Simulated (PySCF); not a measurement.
Bond curve of ZnS

Set-up: basis Zn def2-TZVPPD, S def2-TZVPPD; no relativity; PySCF 2.14. Energies in eV from Zn + S in their ground configurations at the same level. State: ¹Σ⁺ (singlet), closed shell.

| R (Å) | PW91 | PBE |
| --- | --- | --- |
| 1.773 | -0.588 | -0.568 |
| 1.856 | -1.193 | -1.177 |
| 1.938 | -1.524 | -1.511 |
| 2.000 | -1.641 | -1.631 |
| 2.062 | -1.676 | -1.667 |
| 2.124 | -1.649 | -1.641 |
| 2.206 | -1.543 | -1.537 |
| 2.309 | -1.340 | -1.335 |
| 2.433 | -1.043 | -1.038 |
| 2.598 | -0.626 | -0.621 |

Question: Put a parabola through the three lowest points of the PW91 curve and estimate Re, k and ωe (reduced mass 21.31 u; 1 eV/Å² = 0.16022 mdyn/Å; ωe = 1302.8·√(k/μ) cm⁻¹).

Answer: Through R = 2.0, 2.062, 2.124 Å the second-order coefficient is 8.06 eV/Å², so Re ≈ 2.066 Å, k ≈ 2.58 mdyn/Å and ωe ≈ 454 cm⁻¹. A polynomial fit of higher order to the unrounded PW91 energies gives Re = 2.063 Å, k = 2.58 mdyn/Å, ωe = 453 cm⁻¹; anharmonicity and rounding make the difference.

The higher-order fit for each curve: PW91: Re = 2.063 Å, ωe = 453 cm⁻¹, De = 1.68 eV; PBE: Re = 2.064 Å, ωe = 453 cm⁻¹, De = 1.67 eV.
